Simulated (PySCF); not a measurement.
Simulated Cl 2p region for (LiCl)3 ring (Li3Cl3), binding energy against the vacuum level.

Every computed line was given a Gaussian of 0.5 eV full width at half maximum and an area set by the number of equivalent atoms (split 2:1 within a doublet); the highest printed point is 100. Theory: delta-SCF UKS SCAN, pcX-2 on the ionised atom, pcseg-1 elsewhere, spin-free X2C in PySCF.

binding energy (eV), intensity and a bar:
```
    204.2          0 
    204.3          1 
    204.4          4 #
    204.5         11 ###
    204.6         27 ########
    204.7         52 ################
    204.8         81 ########################
    204.9        100 ##############################
    205.0        100 ##############################
    205.1         79 ########################
    205.2         51 ###############
    205.3         26 ########
    205.4         11 ###
    205.5          3 #
    205.6          1 
    205.7          0 
    205.8          0 
    205.9          0 
    206.0          1 
    206.1          3 #
    206.2          9 ###
    206.3         19 ######
    206.4         33 ##########
    206.5         46 ##############
    206.6         51 ###############
    206.7         46 ##############
    206.8         33 ##########
    206.9         19 ######
    207.0          9 ###
    207.1          3 #
    207.2          1 
    207.3          0
```

Task: How many maxima does the curve show, and how many computed lines lie under it?

Result: The curve has 2 maxima (at 204.9 and 206.6 eV). Under it lie 2 lines from 1 inequivalent chlorine site, drawn as a 2p3/2, 2p1/2 pair.

Task: Decompose the envelope and assign each component. Bonds: Li1–Cl2, Li1–Cl6, Cl2–Li3, Li3–Cl4, Cl4–Li5, Li5–Cl6.

Result: 
```json
{"position (eV)": "204.95", "relative area": "2.00", "line": "Cl 2p3/2", "atoms": "Cl2/Cl4/Cl6", "environment": "chlorine bonded to 2 Li"}
{"position (eV)": "206.60", "relative area": "1.00", "line": "Cl 2p1/2", "atoms": "Cl2/Cl4/Cl6", "environment": "chlorine bonded to 2 Li"}
```

No satellites, vibrations or lifetime broadening are included. Atoms equivalent by their bonding share one computed value, that of the first of them. Spin–orbit and ligand-field terms were added within each 2p shell after the spin-free SCF. 2p1/2 minus 2p3/2 (ligand field included): Cl 1.65 eV. The structure is a single PBE0-D3(BJ)/def2-SVP conformer in the gas phase; no vibrational or solvent corrections.
